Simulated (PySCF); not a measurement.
**Radial density of H (hydrogen, neutral)**

PW91, 2p1, 2P determinant (an excited configuration). All numbers are calculated (PySCF 2.14, scalar relativity by spin-free X2C-1e, in dyall-av3z (10s3p2d, 29 functions)).

```tsv
r (bohr)	4πr²ρ (e/bohr)	4πr²(ρα − ρβ)
0.121	1.150e-05	0.0000
0.203	8.982e-05	0.0001
0.342	0.0006717	0.0007
0.575	0.004504	0.0045
0.966	0.02420	0.0242
1.63	0.1001	0.1001
2.73	0.2787	0.2787
4.60	0.2104	0.2104
7.74	0.003013	0.0030
```

Densities and radii are taken from the X2C orbitals without a picture-change correction, which distorts them close to the nucleus.

For one electron the Hartree and exchange-correlation energies should cancel; what remains is the self-interaction error. The outer electron is Rydberg-like, and this basis confines it to a smaller radius and binds it less than a complete one would.
